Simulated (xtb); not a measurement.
xtb input:

```bash
xtb mol.xyz --gfn 2 --sp --chrg -1 --uhf 0
```
mol.xyz:
```
13

C     -0.10139140    -2.24027687     0.39965822
Si     0.59480577    -0.85719434    -0.70987453
C      2.29567262    -0.41151975     0.02579908
Si    -0.75409174     1.08337975    -0.97297905
Cl    -0.99804112     1.32285014     1.28047472
H      0.62413331    -3.03934149     0.58545565
H     -0.39786844    -1.80776127     1.35807219
H     -0.99257795    -2.68015886    -0.05403462
H      0.90403328    -1.52339062    -2.03076659
H      2.82737802     0.28761131    -0.62456801
H      2.14857171     0.08199939     0.99000536
H      2.93026840    -1.28949671     0.18041953
H     -2.01292280     0.22626970    -1.16544719
```

Problem. Predict the final energy.

Solution. -16.55470 Eh (GFN2-xTB).

It need not be the lowest isomer of its formula. Whether it binds its extra electron was not tested at this geometry.
